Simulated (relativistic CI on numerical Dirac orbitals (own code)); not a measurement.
# Zr5+: q coefficients and field-shift factors

Computed by Dirac-Coulomb-Breit CI, orbitals from a KLI potential per configuration, valence Slater integrals scaled by 0.85, P86 correlation energy added to each configuration, derivatives by finite differences, QED left out (own radial code, finite nucleus).

Configuration list (outside the closed core [Ar] 3d10): 4s²4p⁵, 4s4p⁶, 4s²4p⁴4d, 4s4p⁵4d, 4s²4p⁴4f, 4s²4p⁴5s, 4s4p⁵4f. Double excitations out of closed p, d and f shells are left out; levels of such configurations are missing from the list, as are those of other unlisted configurations, and high levels can miss mixing partners.

With x = (α/α₀)² − 1 an excitation energy changes as ω = ω₀ + qx; K = 2q/ω₀ is the relative enhancement. Terms are leading LS components, so labels can repeat. The field-shift factor is F = δν/δ⟨r²⟩ for the transition from the lowest level.

Lowest level 4s²4p⁵ ²P°3/2.

```
         Level  ω₀ (cm⁻¹)  q (cm⁻¹)  F (GHz/fm²)
 4s²4p⁵ ²P°1/2      15497     16310       -0.184
   4s4p⁶ ²S1/2     199324     20720        -14.2
4s²4p⁴4d ⁴D5/2     253608      5704        0.919
4s²4p⁴4d ⁴D7/2     253880      6685        0.923
4s²4p⁴4d ⁴D3/2     254800      6347        0.907
4s²4p⁴4d ⁴D1/2     256804      8688        0.885
4s²4p⁴4d ⁴F9/2     265113      3496        0.983
4s²4p⁴4d ⁴F7/2     270040      6221        0.937
4s²4p⁴4d ²P1/2     272745      9708        0.947
4s²4p⁴4d ⁴F5/2     275060     14540        0.831
4s²4p⁴4d ⁴F3/2     275538     10280          0.9
4s²4p⁴4d ⁴P1/2     276993      7471        0.893
4s²4p⁴4d ⁴P3/2     277790     11400        0.938
```

At this charge configurations can still be misplaced by up to about 7 % of their energy.

Question: Which transition from the lowest level has the largest |K|?

Answer: 4s²4p⁵ ²P°1/2 at 15497 cm⁻¹, K = 2.11.
